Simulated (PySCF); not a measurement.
BHFBr, SMILES FBBr.

Coordinates come from a B3LYP-D3(BJ)/def2-TZVP optimisation.

These are TDA-PBE0/def2-SVPD run with PySCF 2.14.0 values and carry that method's errors.

Vertical excitations. Gas-phase values at a fixed geometry. State labels are in the subgroup Cs.

Problem. Estimate the UV-visible absorptions. (The exact figures need the calculation; the answer reports its results.)

Solution. 
```csv
state,symmetry,energy (eV),λ (nm),f,main pairs
S1,A",5.74,216,0.001,HOMO→LUMO 100 %
S2,A',6.91,179,0.110,HOMO−1→LUMO 92 %
S3,A",6.97,178,0.001,HOMO−2→LUMO 99 %
S4,A',8.03,154,0.070,HOMO→LUMO+1 88 %
S5,A',8.44,147,0.052,HOMO→LUMO+2 83 %
S6,A",8.47,146,0.090,HOMO−1→LUMO+1 86 %
S7,A",8.89,139,0.027,"HOMO−1→LUMO+2 82 %, HOMO−1→LUMO+1 13 %"
S8,A',9.18,135,0.002,HOMO→LUMO+3 91 %
S9,A",9.28,134,0.001,HOMO→LUMO+4 99 %
S10,A',9.54,130,0.064,HOMO→LUMO+5 81 %
T1,A",5.47,227,0,HOMO→LUMO 95 %
T2,A',5.69,218,0,HOMO−1→LUMO 99 %
T3,A",6.37,195,0,HOMO−2→LUMO 94 %
T4,A',7.60,163,0,"HOMO→LUMO+1 50 %, HOMO→LUMO+2 41 %"
```
Triplets are in the Tamm–Dancoff approximation.
